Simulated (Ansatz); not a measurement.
Geometry optimisation, UHF/def2-SVP in Ansatz.

The input (input.yaml):

```yaml
crystal:
  periodic: [false, false, false]
  atoms:
    - { symbol: Ge, position_ang: [0.010516, 0.016523, -0.110513] }
    - { symbol: H, position_ang: [0.015126, 0.02652, 1.433127] }
    - { symbol: H, position_ang: [1.452321, 0.008006, -0.631067] }
    - { symbol: H, position_ang: [-0.716905, 1.260866, -0.632607] }
    - { symbol: H, position_ang: [-0.715187, -1.240118, -0.611957] }
    - { symbol: O, position_ang: [-0.02167, -0.034251, 3.650554] }
    - { symbol: H, position_ang: [-0.537001, -0.838646, 3.710963] }
magnetization:
  spin_polarized: true
  initial_magnetization: 1
basis:
  gaussian: { orbitals: def2-SVP }
hamiltonian:
  xc: hf
relax:
  f_tol: 0.03
  max_steps: 50
output:
  orbitals: {}
```

Command:

```bash
$ ansatz run input.yaml --threads 1 --pin off --max-ram 2048MiB --backend cpu --events-out ev --progress --plain --runs-dir out
```

**Question.** Where does it end, and by what steps?

**Answer.** The forces met the threshold. After 6 steps the energy has fallen by 0.086 eV; O6 moved furthest, 0.71 Å.

```
step  energy less start (eV)  largest force component (eV/Å)  accepted
   0                  0.0000                           0.448       yes
   1                 -0.0334                           0.882       yes
   2                 -0.0592                           0.868       yes
   3                 -0.0702                           0.866       yes
   4                 -0.0849                           0.216       yes
   5                 -0.0861                           0.059       yes
   6                 -0.0863                           0.011       yes
```

```xyz
7
Properties=species:S:1:pos:R:3
Ge 0.012 0.020 -0.267
H 0.015 0.026 1.267
H 1.457 0.013 -0.779
H -0.714 1.267 -0.782
H -0.713 -1.237 -0.765
O -0.077 -0.121 4.352
H -0.492 -0.769 3.783
```

Whether the end is a true minimum wasn't checked by a vibrational analysis.

Time of the run: 23 s on 1 thread of AMD EPYC 7R43 64-Core Processor (Zen 3), on a shared host, peak memory 0.19 GiB.
